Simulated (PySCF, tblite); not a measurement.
Species: C2H7NSSi2.
Geometry (GFN2-xTB, Å), atoms numbered from 1 in this order:
```xyz
13
C2H7NSSi2 angstrom
C      2.912   -0.457    0.934
C      1.900    0.099    0.599
Si     0.358    0.947    0.035
S      0.988    2.261   -1.562
N     -0.822   -0.128   -0.618
Si    -1.785   -1.274    0.265
H      3.797   -0.942    1.234
H     -0.242    1.734    1.105
H     -0.227    2.701   -1.857
H     -0.769   -0.279   -1.613
H     -2.588   -0.505    1.215
H     -2.602   -1.942   -0.745
H     -0.925   -2.213    0.988
```

Level of theory: PBE0/def2-SVPD in PySCF (dipole) on a GFN2-xTB geometry, gas phase.

Masses are those of the commonest isotopes; rigid-rotor values at the optimised geometry. The values belong to one conformer with, in the numbering `[CH:1]#[C:2][Si@@H:3]([SH:4])[NH:5][SiH3:6]`, C2–Si3–S4–H 177°, C2–Si3–N5–Si6 71°.

Problem. Give the principal moments of inertia and the rotational constants in GHz.

Solution. Ia = 227.62, Ib = 428.56, Ic = 619.19 u·Å²; 505379 MHz·u·Å²/I gives 2220, 1179 and 816.2 MHz, that is A = 2.2203, B = 1.1793, C = 0.8162 GHz.

Problem. What kind of rotor is it?

Solution. An asymmetric top; Ray's κ = -0.483.

Problem. What does the inertial defect say?

Solution. Not planar: Δ = Ic − Ia − Ib = -36.99 u·Å². For a rigid frame Δ = −2 Σ m c², so Σ m c² = 18.49 u·Å² lies off the ab plane: 8.40 from hydrogen and 10.09 from heavier atoms. The atom farthest from that plane is 1.93 Å away.

Problem. Give the other two planar moments, Paa and Pbb, and the rms extents of the mass along the axes.

Solution. Paa = Σ m a² = (Ib + Ic − Ia)/2 = 410.06 and Pbb = Σ m b² = (Ia + Ic − Ib)/2 = 209.13 u·Å². With the mass M = 132.98 u, the rms extents √(P/M) along a, b and c are 1.76, 1.25, 0.37 Å.

Problem. Where do the levels up to J = 3 lie, in cm⁻¹?

Solution. Above 0(0,0):
J = 1: 1(0,1) 0.0666, 1(1,1) 0.1013, 1(1,0) 0.1134
J = 2: 2(0,2) 0.1970, 2(1,2) 0.2223, 2(1,1) 0.2586, 2(2,1) 0.3628, 2(2,0) 0.3655
J = 3: 3(0,3) 0.3868, 3(1,3) 0.4023, 3(1,2) 0.4746, 3(2,2) 0.5625, 3(2,1) 0.5750, 3(3,1) 0.7679, 3(3,0) 0.7683
The levels of one J sum to (2J + 1)J(J + 1)(A + B + C)/3.

Problem. Predict some low-J microwave lines.

Solution. The dipole components are |μa| = 1.25 D, |μb| = 0.20 D, |μc| = 0.43 D. The squared components, which scale the intensities, stand as 1.00 : 0.03 : 0.12 (a : b : c). Some lines, for components of 0.1 D or more:

```json
{"type": "c", "branch": "Q", "J(Ka,Kc)": "3(1,3) ← 3(0,3)", "MHz": "464", "lower level (cm⁻¹)": "0.387"}
{"type": "a", "branch": "Q", "J(Ka,Kc)": "2(1,1) ← 2(1,2)", "MHz": "1089", "lower level (cm⁻¹)": "0.222"}
{"type": "a", "branch": "Q", "J(Ka,Kc)": "3(1,2) ← 3(1,3)", "MHz": "2167", "lower level (cm⁻¹)": "0.402"}
{"type": "b", "branch": "Q", "J(Ka,Kc)": "3(1,2) ← 3(0,3)", "MHz": "2631", "lower level (cm⁻¹)": "0.387"}
{"type": "c", "branch": "Q", "J(Ka,Kc)": "3(2,2) ← 3(1,2)", "MHz": "2635", "lower level (cm⁻¹)": "0.475"}
{"type": "b", "branch": "R", "J(Ka,Kc)": "2(0,2) ← 1(1,1)", "MHz": "2870", "lower level (cm⁻¹)": "0.101"}
{"type": "b", "branch": "Q", "J(Ka,Kc)": "3(2,1) ← 3(1,2)", "MHz": "3010", "lower level (cm⁻¹)": "0.475"}
{"type": "b", "branch": "R", "J(Ka,Kc)": "3(1,2) ← 2(2,1)", "MHz": "3351", "lower level (cm⁻¹)": "0.363"}
{"type": "b", "branch": "R", "J(Ka,Kc)": "2(1,2) ← 1(0,1)", "MHz": "4669", "lower level (cm⁻¹)": "0.067"}
{"type": "b", "branch": "Q", "J(Ka,Kc)": "3(2,2) ← 3(1,3)", "MHz": "4802", "lower level (cm⁻¹)": "0.402"}
{"type": "a", "branch": "R", "J(Ka,Kc)": "3(2,2) ← 2(2,1)", "MHz": "5986", "lower level (cm⁻¹)": "0.363"}
{"type": "b", "branch": "Q", "J(Ka,Kc)": "3(3,1) ← 3(2,2)", "MHz": "6158", "lower level (cm⁻¹)": "0.562"}
{"type": "b", "branch": "R", "J(Ka,Kc)": "2(2,1) ← 1(1,0)", "MHz": "7477", "lower level (cm⁻¹)": "0.113"}
{"type": "c", "branch": "R", "J(Ka,Kc)": "2(2,1) ← 1(1,1)", "MHz": "7840", "lower level (cm⁻¹)": "0.101"}
{"type": "c", "branch": "R", "J(Ka,Kc)": "3(2,2) ← 2(1,2)", "MHz": "10199", "lower level (cm⁻¹)": "0.222"}
{"type": "b", "branch": "R", "J(Ka,Kc)": "3(2,1) ← 2(1,2)", "MHz": "10574", "lower level (cm⁻¹)": "0.222"}
{"type": "c", "branch": "R", "J(Ka,Kc)": "3(3,0) ← 2(2,0)", "MHz": "12076", "lower level (cm⁻¹)": "0.365"}
{"type": "c", "branch": "R", "J(Ka,Kc)": "3(3,1) ← 2(2,1)", "MHz": "12144", "lower level (cm⁻¹)": "0.363"}
{"type": "b", "branch": "R", "J(Ka,Kc)": "3(3,0) ← 2(2,1)", "MHz": "12156", "lower level (cm⁻¹)": "0.363"}
```

Problem. Estimate the classical rotational partition function at 10 K, 50 K and 200 K.

Solution. Point group C1, symmetry number σ = 1; q = (√π/σ)·√((kT/h)³/(ABC)), k/h = 20836.6 MHz/K: 3650 at 10 K, 40800 at 50 K, 326000 at 200 K.

Its GFN2-xTB frequencies are all real (lowest 34 cm⁻¹). These are rigid-rotor constants of the computed structure; measured ground-state constants (B0) also hold zero-point vibration. A rigid rotor knows nothing of inversion at nitrogen or internal rotation, which can split or shift real lines. Quadrupole hyperfine structure (14N) is left out.
